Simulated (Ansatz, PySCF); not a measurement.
Noncovalent pair: aminoborane (SMILES BN) (first 6 atoms) with aminoborane (SMILES BN); geometry from B3LYP-D3(BJ)/def2-TZVP, rigid monomers moved along the line of their centres of mass till H5···N8 is 2.26 Å.
(charge 0, multiplicity 1):
```xyz
12

B     -0.784     0.355    -0.291
N      0.430    -0.199     0.078
H     -1.089     0.405    -1.442
H     -1.509     0.781     0.560
H      0.731    -0.270     1.038
H      1.086    -0.580    -0.585
B      0.225    -0.699     3.749
N     -0.037     0.463     3.036
H     -0.486    -1.644     3.596
H      1.165    -0.728     4.483
H      0.506     1.306     3.136
H     -0.827     0.573     2.418
```

Monomers are frozen at their geometry in the pair; levels with a basis set take the counterpoise correction.

Frozen-core correlation.

Run with Ansatz (a quantum-chemistry and plane-wave program); PySCF for the dispersion terms. 

PBE/def2-TZVPPD gives -1.39 kcal/mol for the interaction energy.

Predict the shift from PBE, with its sign, for: PBE-D3(BJ)/def2-TZVPPD, r2SCAN/def2-TZVPPD, B3LYP/def2-TZVPPD, wB97M-V/def2-TZVPPD, MP2/aug-cc-pVDZ, CCSD(T)/aug-cc-pVDZ.

PBE-D3(BJ)/def2-TZVPPD -1.38; r2SCAN/def2-TZVPPD -0.47; B3LYP/def2-TZVPPD 1.23; wB97M-V/def2-TZVPPD -0.66; MP2/aug-cc-pVDZ -0.01; CCSD(T)/aug-cc-pVDZ -0.02 kcal/mol. 1 of 6 lie above PBE; the widest gap is to PBE-D3(BJ)/def2-TZVPPD.
